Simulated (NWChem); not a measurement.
System: C₅H₅F; SMILES C1C=CC(F)=C1

NWChem input:

```
start job
memory heap 200 mb stack 900 mb global 1100 mb
geometry units angstroms noautosym nocenter noautoz
  F      0.019646    -2.064338     0.000000
  C     -0.037257    -0.740915     0.000000
  C     -1.148683     0.019423     0.000000
  C     -0.703108     1.446320     0.000000
  C      0.793098     1.368257     0.000000
  C      1.172646     0.074527     0.000000
  H     -2.179722    -0.330047     0.000000
  H     -1.075462     2.001412     0.881517
  H     -1.075462     2.001412    -0.881517
  H      1.450118     2.238822     0.000000
  H      2.186176    -0.328188     0.000000
end
basis spherical
  * library 6-31g*
end
dft
  xc b3lyp
  iterations 150
end
cosmo
  do_cosmo_smd true
  solvent acetone
end
task dft energy
```

NWChem printed, in part:

```
             Northwest Computational Chemistry Package (NWChem) 7.3.0
             --------------------------------------------------------

                             Geometry "geometry" -> ""
                             -------------------------

 Output coordinates in angstroms (scale by  1.889725989 to convert to a.u.)

  No.       Tag          Charge          X              Y              Z
 ---- ---------------- ---------- -------------- -------------- --------------
    1 F                    9.0000     0.01964600    -2.06433800     0.00000000
    2 C                    6.0000    -0.03725700    -0.74091500     0.00000000
    3 C                    6.0000    -1.14868300     0.01942300     0.00000000
    4 C                    6.0000    -0.70310800     1.44632000     0.00000000
    5 C                    6.0000     0.79309800     1.36825700     0.00000000
    6 C                    6.0000     1.17264600     0.07452700     0.00000000
    7 H                    1.0000    -2.17972200    -0.33004700     0.00000000
    8 H                    1.0000    -1.07546200     2.00141200     0.88151700
    9 H                    1.0000    -1.07546200     2.00141200    -0.88151700
   10 H                    1.0000     1.45011800     2.23882200     0.00000000
   11 H                    1.0000     2.18617600    -0.32818800     0.00000000

 Effective nuclear repulsion energy (a.u.)     216.4608864716

                                 NWChem DFT Module
                                 -----------------

 Summary of "ao basis" -> "ao basis" (spherical)
 ------------------------------------------------------------------------------
       Tag                 Description            Shells   Functions and Types
 ---------------- ------------------------------  ------  ---------------------
 F                           6-31g*                  6       14   3s2p1d
 C                           6-31g*                  6       14   3s2p1d
 H                           6-31g*                  2        2   2s

 in cosmo_initialize ...
 calling solv_data for solv:acetone

 solvent parameters
 solvname_short: acetone
 solvname_long:  acetone
 dielec:       20.4930
 dielecinf:     1.8463
 nonaqueous SMD model solvent descriptors
 dielec:       20.4930
 sola:          0.0400
 solb:          0.4900
 solc:          0.0000
 solg:         33.7700
 solh:          0.0000
 soln:          1.3588

[...]

                                COSMO-SMD solvation results
                                ---------------------------

             internal energy in gas <Psi(g)|H|Psi(g)> =      -293.328262060416
         internal energy in solvent <Psi(s)|H|Psi(s)> =      -293.327524537505
                               delta internal energy  =         0.000737522911 (    0.46 kcal/mol)
   total free energy in solvent <Psi(s)|H+V/2|Psi(s)> =      -293.333032024995
 polarization energy contribution <Psi(s)|V/2|Psi(s)> =        -0.005507487490 (   -3.46 kcal/mol)
    total free energy in solvent including G(SMD-CDS) =      -293.334916300563
                       G(SMD-CDS) energy contribution =        -0.001884275568 (   -1.18 kcal/mol)
     1 M fixed-concentration free energy of solvation =        -0.006654240147 (   -4.18 kcal/mol)

                       DFT Final Molecular Orbital Analysis
                       ------------------------------------

 Vector   20  Occ=2.000000D+00  E=-3.452677D-01
              MO Center=  1.0D-01, -3.0D-01, -5.1D-11, r^2= 3.4D+00
   Bfn.  Coefficient  Atom+Function         Bfn.  Coefficient  Atom+Function
  ----- ------------  ---------------      ----- ------------  ---------------
     3      0.387270   1 F  px               17     -0.305218   2 C  px
     7      0.269326   1 F  px               32     -0.255838   3 C  py
    74      0.201909   6 C  py               73      0.181923   6 C  px
    46      0.169600   4 C  py               60     -0.170441   5 C  py
    91     -0.135152  10 H  s                92     -0.130670  10 H  s

 Vector   21  Occ=2.000000D+00  E=-2.922656D-01
              MO Center=  3.1D-01,  2.1D-01,  1.8D-09, r^2= 3.0D+00
   Bfn.  Coefficient  Atom+Function         Bfn.  Coefficient  Atom+Function
  ----- ------------  ---------------      ----- ------------  ---------------
    75      0.344966   6 C  pz               19      0.252766   2 C  pz
    79      0.245797   6 C  pz                5     -0.234571   1 F  pz
    61      0.209789   5 C  pz                9     -0.181130   1 F  pz
    47     -0.181166   4 C  pz               88     -0.150600   8 H  s
    90      0.150600   9 H  s                65      0.137606   5 C  pz

 Vector   22  Occ=2.000000D+00  E=-2.189249D-01
              MO Center= -1.4D-01,  2.0D-01, -1.9D-10, r^2= 2.6D+00
   Bfn.  Coefficient  Atom+Function         Bfn.  Coefficient  Atom+Function
  ----- ------------  ---------------      ----- ------------  ---------------
    33      0.379785   3 C  pz               37      0.316885   3 C  pz
    61     -0.314698   5 C  pz               19      0.264702   2 C  pz
    65     -0.252249   5 C  pz               75     -0.199382   6 C  pz
     5     -0.161794   1 F  pz               23      0.154736   2 C  pz
    79     -0.146185   6 C  pz                9     -0.130427   1 F  pz

 Vector   23  Occ=0.000000D+00  E=-1.588342D-02
              MO Center=  1.2D-01,  5.9D-01, -1.6D-09, r^2= 3.1D+00
   Bfn.  Coefficient  Atom+Function         Bfn.  Coefficient  Atom+Function
  ----- ------------  ---------------      ----- ------------  ---------------
    65      0.473419   5 C  pz               37      0.373964   3 C  pz
    61      0.372052   5 C  pz               79     -0.354118   6 C  pz
    33      0.303200   3 C  pz               88     -0.271214   8 H  s
    90      0.271214   9 H  s                75     -0.262618   6 C  pz
    19     -0.235984   2 C  pz               23     -0.226484   2 C  pz

[...]
```

Level: B3LYP/6-31G* (spherical d), SMD on the gas-phase geometry. The geometry was optimised at PBE0/def2-SVP. Solvent: acetone.
